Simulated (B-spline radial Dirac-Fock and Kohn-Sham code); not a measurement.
## K 4s: cross section and angular parameters

System: neutral potassium in the configuration [Ar] 4s1; threshold 4.17 eV (orbital energy of the model). Method: Dirac-Hartree-Slater photoionisation with a Latter tail; cross sections with all multipoles, angular parameters from the dipole term and its interference with E2. Computed with a radial B-spline solver.

For linearly polarised light dσ/dΩ = σ/(4π) [1 + β P₂(cos θ) + (δ + γ cos²θ) sin θ cos φ], with θ from the polarisation vector and φ the angle between the beam and the projection of the electron momentum on the plane normal to the polarisation.

```
hν (eV)    σ (kb)      β       γ
   58.8      18.1  2.000   0.131
     60         ?      ?       ?
     80      13.2  2.000   0.140
   88.7      11.7  2.000   0.139
    124      7.63  2.000   0.114
    150      5.78  2.000   0.089
    218      3.21  2.000   0.031
    228      2.98  2.000   0.024
    316      1.70  2.000  -0.019
    335      1.54  2.000  -0.025
    414      1.06  2.000  -0.038
    448     0.919  2.000  -0.041
    600     0.541  2.000  -0.031
    699     0.407  2.000  -0.013
    880     0.261  2.000   0.033
 1486.9    0.0897  2.000   0.223
   1940    0.0508  2.000   0.362
   2520    0.0284  2.000   0.529
   2780    0.0227  2.000   0.599
   2940    0.0199  2.000   0.642
 2984.4    0.0192  2.000   0.654
   3380    0.0144  2.000   0.755
   3500    0.0132  2.000   0.784
   3630    0.0121  2.000   0.815
   4960   0.00564  2.000   1.106
   4990   0.00555  2.000   1.112
   6000   0.00348  2.000   1.302
  11200  0.000670  1.999   2.068
  12000  0.000555  1.999   2.168
  12100  0.000542  1.999   2.181
```

**Question.** Give the values at 60 eV.

**Answer.** σ = 17.8 kb, β = 2.000, γ = 0.132. For an s subshell δ is negligible.
